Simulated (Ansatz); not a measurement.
Species: trichloro(fluoro)silane, sum formula SiCl₃F, charge 0, multiplicity 1. 
Coordinates optimised at B3LYP-D3(BJ)/def2-TZVP (Ansatz, a first-principles code):
```xyz
5

Si    -0.0053    -0.0172     0.2458
F     -0.0394    -0.1275     1.8223
Cl     1.7954    -0.6816    -0.4000
Cl    -0.2722     1.9249    -0.2624
Cl    -1.4979    -1.1616    -0.5048
```
Charge 0, spin multiplicity 1.

Total electronic energies in hartree. Correlated levels leave the core frozen unless marked. No spin-orbit coupling. No relativistic terms. CBS marks a two-point X^-3 extrapolation of the correlation energy; Hartree-Fock from the larger set (for Q and 5 zeta extrapolated as (X+1)exp(-9√X)). [CCSD(T)-MP2]/basis is that difference in the basis named.

```csv
level,program,energy (Eh)
HF/STO-3G,Ansatz,-1747.56046
HF/cc-pV(D+d)Z,Ansatz,-1767.11712
HF/aug-cc-pV(T+d)Z,Ansatz,-1767.23064
HF/cc-pV(T+d)Z,Ansatz,-1767.22681
revPBE-D3(BJ)/def2-TZVPD,Ansatz + dftd3,?
r2SCAN-D4/def2-TZVPD,Ansatz + dftd4,-1770.11597
B97M-V/def2-TZVPD,Ansatz,-1769.80229
B3LYP-D4/def2-TZVPD,Ansatz + dftd4,?
wB97X-V/def2-TZVPD,Ansatz,-1769.98190
RPA@PBE/cc-pV(T+d)Z,Ansatz,?
MP2/cc-pwCVTZ,Ansatz,-1768.17177
MP2/cc-pV(Q+d)Z,Ansatz,-1768.26704
RI-MP2/cc-pV(T+d)Z,Ansatz,-1768.14969
SCS-MP2/6-31G,Ansatz,-1767.10188
SCS-MP2/aug-cc-pV(D+d)Z,Ansatz,-1767.85250
SCS-MP2/cc-pV(5+d)Z,Ansatz,-1768.30001
CCSD/cc-pwCVTZ,Ansatz,-1768.21358
CCSD/cc-pV(5+d)Z,Ansatz,-1768.34098
CCSD(T)/aug-cc-pV(D+d)Z,Ansatz,-1767.94520
"RI-MP2/CBS(cc-pV(T+d)Z,cc-pV(Q+d)Z)+[CCSD(T)-MP2]/cc-pV(D+d)Z",Ansatz,-1768.3897
"RI-MP2/CBS(aug-cc-pV(T+d)Z,aug-cc-pV(Q+d)Z)+[CCSD(T)-MP2]/aug-cc-pV(T+d)Z",Ansatz,-1768.4225
"CCSD(T)/CBS(aug-cc-pV(T+d)Z,aug-cc-pV(Q+d)Z)",Ansatz,-1768.4217
"CCSD(T)/CBS(cc-pV(Q+d)Z,cc-pV(5+d)Z)",Ansatz,-1768.4250
```

Task: Some entries are withheld; supply them.

Result: 
- revPBE-D3(BJ)/def2-TZVPD, energy (Eh): -1769.92425
- B3LYP-D4/def2-TZVPD, energy (Eh): -1770.33532
- RPA@PBE/cc-pV(T+d)Z, energy (Eh): -1768.63278
